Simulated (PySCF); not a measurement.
Atoms are numbered as in `[CH3:1][C:2]1=[CH:3][C:4]/1=[C:5](/[CH3:6])[C:7]([F:8])([F:9])[F:10]`; H(Xn) means a hydrogen on atom n.

Level of theory: GFN2-xTB geometry, σ from GIAO-PBE0/pcSseg-1, in PySCF 2.14.0 with density-fitted response routines (relativity neglected, one computed conformer, averaged over atoms made equivalent by symmetry, fast rotation or ring inversion, in vacuum).

Predict the 2D correlation tables (HSQC, COSY, HMBC).

Results:



HSQC (one-bond C–H):
```
          δH          δC
7.94 (H(C3))  135.2 (C3)
2.55 (H(C1))   13.4 (C1)
2.00 (H(C6))   15.9 (C6)
```

HMBC (two and three bonds, from the bond graph):
```
          δH                                            δC
7.94 (H(C3))  146.7 (C2), 125.3 (C4), 81.7 (C5), 13.4 (C1)
2.55 (H(C1))            146.7 (C2), 135.2 (C3), 125.3 (C4)
2.00 (H(C6))             136.7 (C7), 125.3 (C4), 81.7 (C5)
```

No COSY cross peaks are expected.

Chemical shifts δ = σref − σ; TMS for ¹H (31.72 ppm) and ¹³C (186.93 ppm), all at this level.

Shifts are as computed. Against solution values, carbons near 30 ppm lie about +3 ppm off and those near 130 ppm about +5 ppm. Of 1211 compounds with measured shifts, 218 miss one by over three times the rms of a fit or turn the order of signals round; such compounds aren't used in these exercises.
